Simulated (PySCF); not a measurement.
**C₆ coefficients of unlike pairs at MN15**

Calculated with PySCF 2.14 from the dipole response of each species, C₆(A,B) = (3/π) ∫ α_A(iu) α_B(iu) du, in atomic units, from isotropic polarisabilities. For ions this is the dispersion term alone; charge-induced terms of lower order in 1/R come first.

```tsv
species	configuration	basis	relativity	α (bohr³)	C₆ (like pair)
Cu²⁺	[Ar] 3d9 (2D)	def2-TZVPPD (6s6p4d2f1g)	none	2.269	4.843
Ag²⁺	[Kr] 4d9 (2D)	def2-TZVPPD with the def2 core potential (28 electrons) (6s4p3d2f1g)	core potential	4.922	22.56
I⁺	[Kr] 4d10 5s2 5p4 (3P)	def2-TZVPPD with the def2 core potential (28 electrons) (7s6p4d2f)	core potential	19.95	168.4
```

**Question.** Estimate C₆ for I⁺ with Ag²⁺.

**Answer.** The integral gives 57.05. The combination rule 2 C_A C_B / (C_A α_B/α_A + C_B α_A/α_B) gives 57.13 and the geometric mean 61.64.

No spin-orbit coupling is included.

The other pairs:

```json
{"pair": "Ag²⁺, Cu²⁺", "C₆": "10.36"}
{"pair": "I⁺, Cu²⁺", "C₆": "25.84"}
```
